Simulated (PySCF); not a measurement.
How methods differ on the excitation energy of Ni

Ni [Ar] 3d8 4s2 (3F) → Ni [Ar] 3d10 (1S), as a difference of total energies. All numbers are calculated (PySCF 2.14, the spin-free X2C one-electron Hamiltonian (Gaussian nucleus), in aug-cc-pVTZ-DK (8s7p5d3f2g, 93 functions)). Correlated levels: valence: [Ar] frozen. The calculations carry no spin-orbit coupling.

```
           method  excitation energy (eV)
              UHF                   6.326
              LDA                   0.422
              PBE                   1.058
             PBE0                   2.174
           r2SCAN                   2.285
             BP86                   1.098
          r2SCAN0                   3.077
          LC-wPBE                   1.140
             PW91                   1.033
    MP2 (valence)                  -0.191
SCS-MP2 (valence)                   0.674
```

**Question.** How much does correlation contribute at MP2 (valence)?

**Answer.** -0.191 − (6.326) = -6.517 eV, measured against UHF.

A first-order spin-orbit estimate (lowest level to lowest level, LS coupling) adds 0.125 eV.
